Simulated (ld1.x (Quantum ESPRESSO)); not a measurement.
## Building the RRKJ potential for B (PW91, non-relativistic).

Input for ld1.x (Quantum ESPRESSO) 7.5:

```
&input
   title='B', zed=5., rel=0, dft='PW91', iswitch=3,
   config='[He] 2s2 2p1 3d-2',
   nld=3, rlderiv=2.25, eminld=-3.0, emaxld=5.0, deld=0.02
 /
 &inputp
   pseudotype=2, tm=.false., lloc=2,
   nlcc=.true., new_core_ps=.true., rcore=1.25,
   file_pseudopw='B.UPF', file_wfcaegen='ae.wfc', file_wfcncgen='nc.wfc', file_beta='beta', file_chi='chi'
 /
3
2S  1  0   2.00   0.00  1.70  1.70  0.0
2P  2  1   1.00   0.00  2.05  2.05  0.0
3D  3  2  -2.00  -0.20  1.90  1.90  0.0
 &test
   configts(1)='2s2 2p1'
 /
```

Command:

```bash
ld1.x < B.in > B.out
```

Output (shortened: banner, matrices, multipoles, cross overlaps and the repeated all-electron block are left out):

```
Program LD1 v.7.5
     --------------------------- All-electron run ----------------------------

     B

     atomic number is  5.00
     dft =PW91   lsd =0 sic =0 latt =0  beta=0.20 tr2=1.0E-14
     Exchange-correlation= PW91
                           (   1   4   2   2   0   0   0)
     mesh =1059 r(mesh) = 101.04461 a.u. xmin = -7.00 dx = 0.01250
     1 Ry =  13.60569312 eV

     n l     nl                  e(Ry)          e(Ha)          e(eV)
     1 0     1S 1( 2.00)       -13.2908        -6.6454      -180.8303
     2 0     2S 1( 2.00)        -0.6969        -0.3485        -9.4825
     2 1     2P 1( 1.00)        -0.2686        -0.1343        -3.6542

     final scf error:  5.5E-15 reached in  32 iterations

     Etot =     -49.240232 Ry,     -24.620116 Ha,    -669.947489 eV

     Ekin =      49.037726 Ry,      24.518863 Ha,     667.192256 eV
     Encl =    -113.761715 Ry,     -56.880858 Ha,   -1547.806986 eV
     Eh   =      23.131502 Ry,      11.565751 Ha,     314.720120 eV
     Exc  =      -7.647746 Ry,      -3.823873 Ha,    -104.052879 eV

     normalization and overlap integrals

     s(1S/1S) =  1.000000  <r> =   0.3294  <r2> =    0.1474  r(max) =   0.2103
     s(2S/2S) =  1.000000  <r> =   1.9503  <r2> =    4.5927  r(max) =   1.5152
     s(2P/2P) =  1.000000  <r> =   2.3056  <r2> =    6.9366  r(max) =   1.5731

     ------------------------ End of All-electron run ------------------------

     --------------------- Generating NC pseudopotential ---------------------

      Generating local pot.: lloc=2, matching radius rcloc =   1.9000

      Computing core charge for nlcc:

       r > 1.26 : true rho core
      Core charge pseudized with two Bessel functions
      Integrated core pseudo-charge :   0.13

      Wfc   2S  rcut= 1.717  Estimated cut-off energy=       42.27 Ry
      This function has    0 nodes for 0 < r <    1.717

      Wfc   2P  rcut= 2.045  Estimated cut-off energy=       41.89 Ry
      This function has    0 nodes for 0 < r <    2.045

     ------------------- End of pseudopotential generation -------------------

     Computing logarithmic derivative in   2.24641
     Computing logarithmic derivative in   2.24641
     Computing the partial wave expansion
     R is outside the sphere for l=    0 j= 0.00
     R is outside the sphere for l=    1 j= 0.00
       no projector for channel:   2

     ---------------------- Testing the pseudopotential ----------------------

     B

     atomic number is  5.00   valence charge is  3.00
     dft =PW91   lsd =0 sic =0 latt =0  beta=0.20 tr2=1.0E-14
     mesh =1059 r(mesh) = 101.04461 xmin = -7.00 dx = 0.01250

     n l     nl             e AE (Ry)        e PS (Ry)    De AE-PS (Ry)
     1 0     2S   1( 2.00)       -0.69695       -0.69695        0.00000
     2 1     2P   1( 1.00)       -0.26858       -0.26858        0.00000

     eps = 1.7E-15  iter =  1

     Etot =     -49.240232 Ry,     -24.620116 Ha,    -669.947489 eV
     Etotps =    -5.282070 Ry,      -2.641035 Ha,     -71.866221 eV

     Ekin =       2.521878 Ry,       1.260939 Ha,      34.311892 eV
     Encl =     -10.683174 Ry,      -5.341587 Ha,    -145.351981 eV
     Ehrt =       3.985671 Ry,       1.992836 Ha,      54.227817 eV
     Ecxc =      -1.741553 Ry,      -0.870776 Ha,     -23.695033 eV
     (Ecc =      -0.083430 Ry,      -0.041715 Ha,      -1.135124 eV)
     Epseu=       0.635108 Ry,       0.317554 Ha,       8.641085 eV

     ---------------------- End of pseudopotential test ----------------------
```

Generation and configuration tests took about 0.83 s on one core of a shared server CPU.
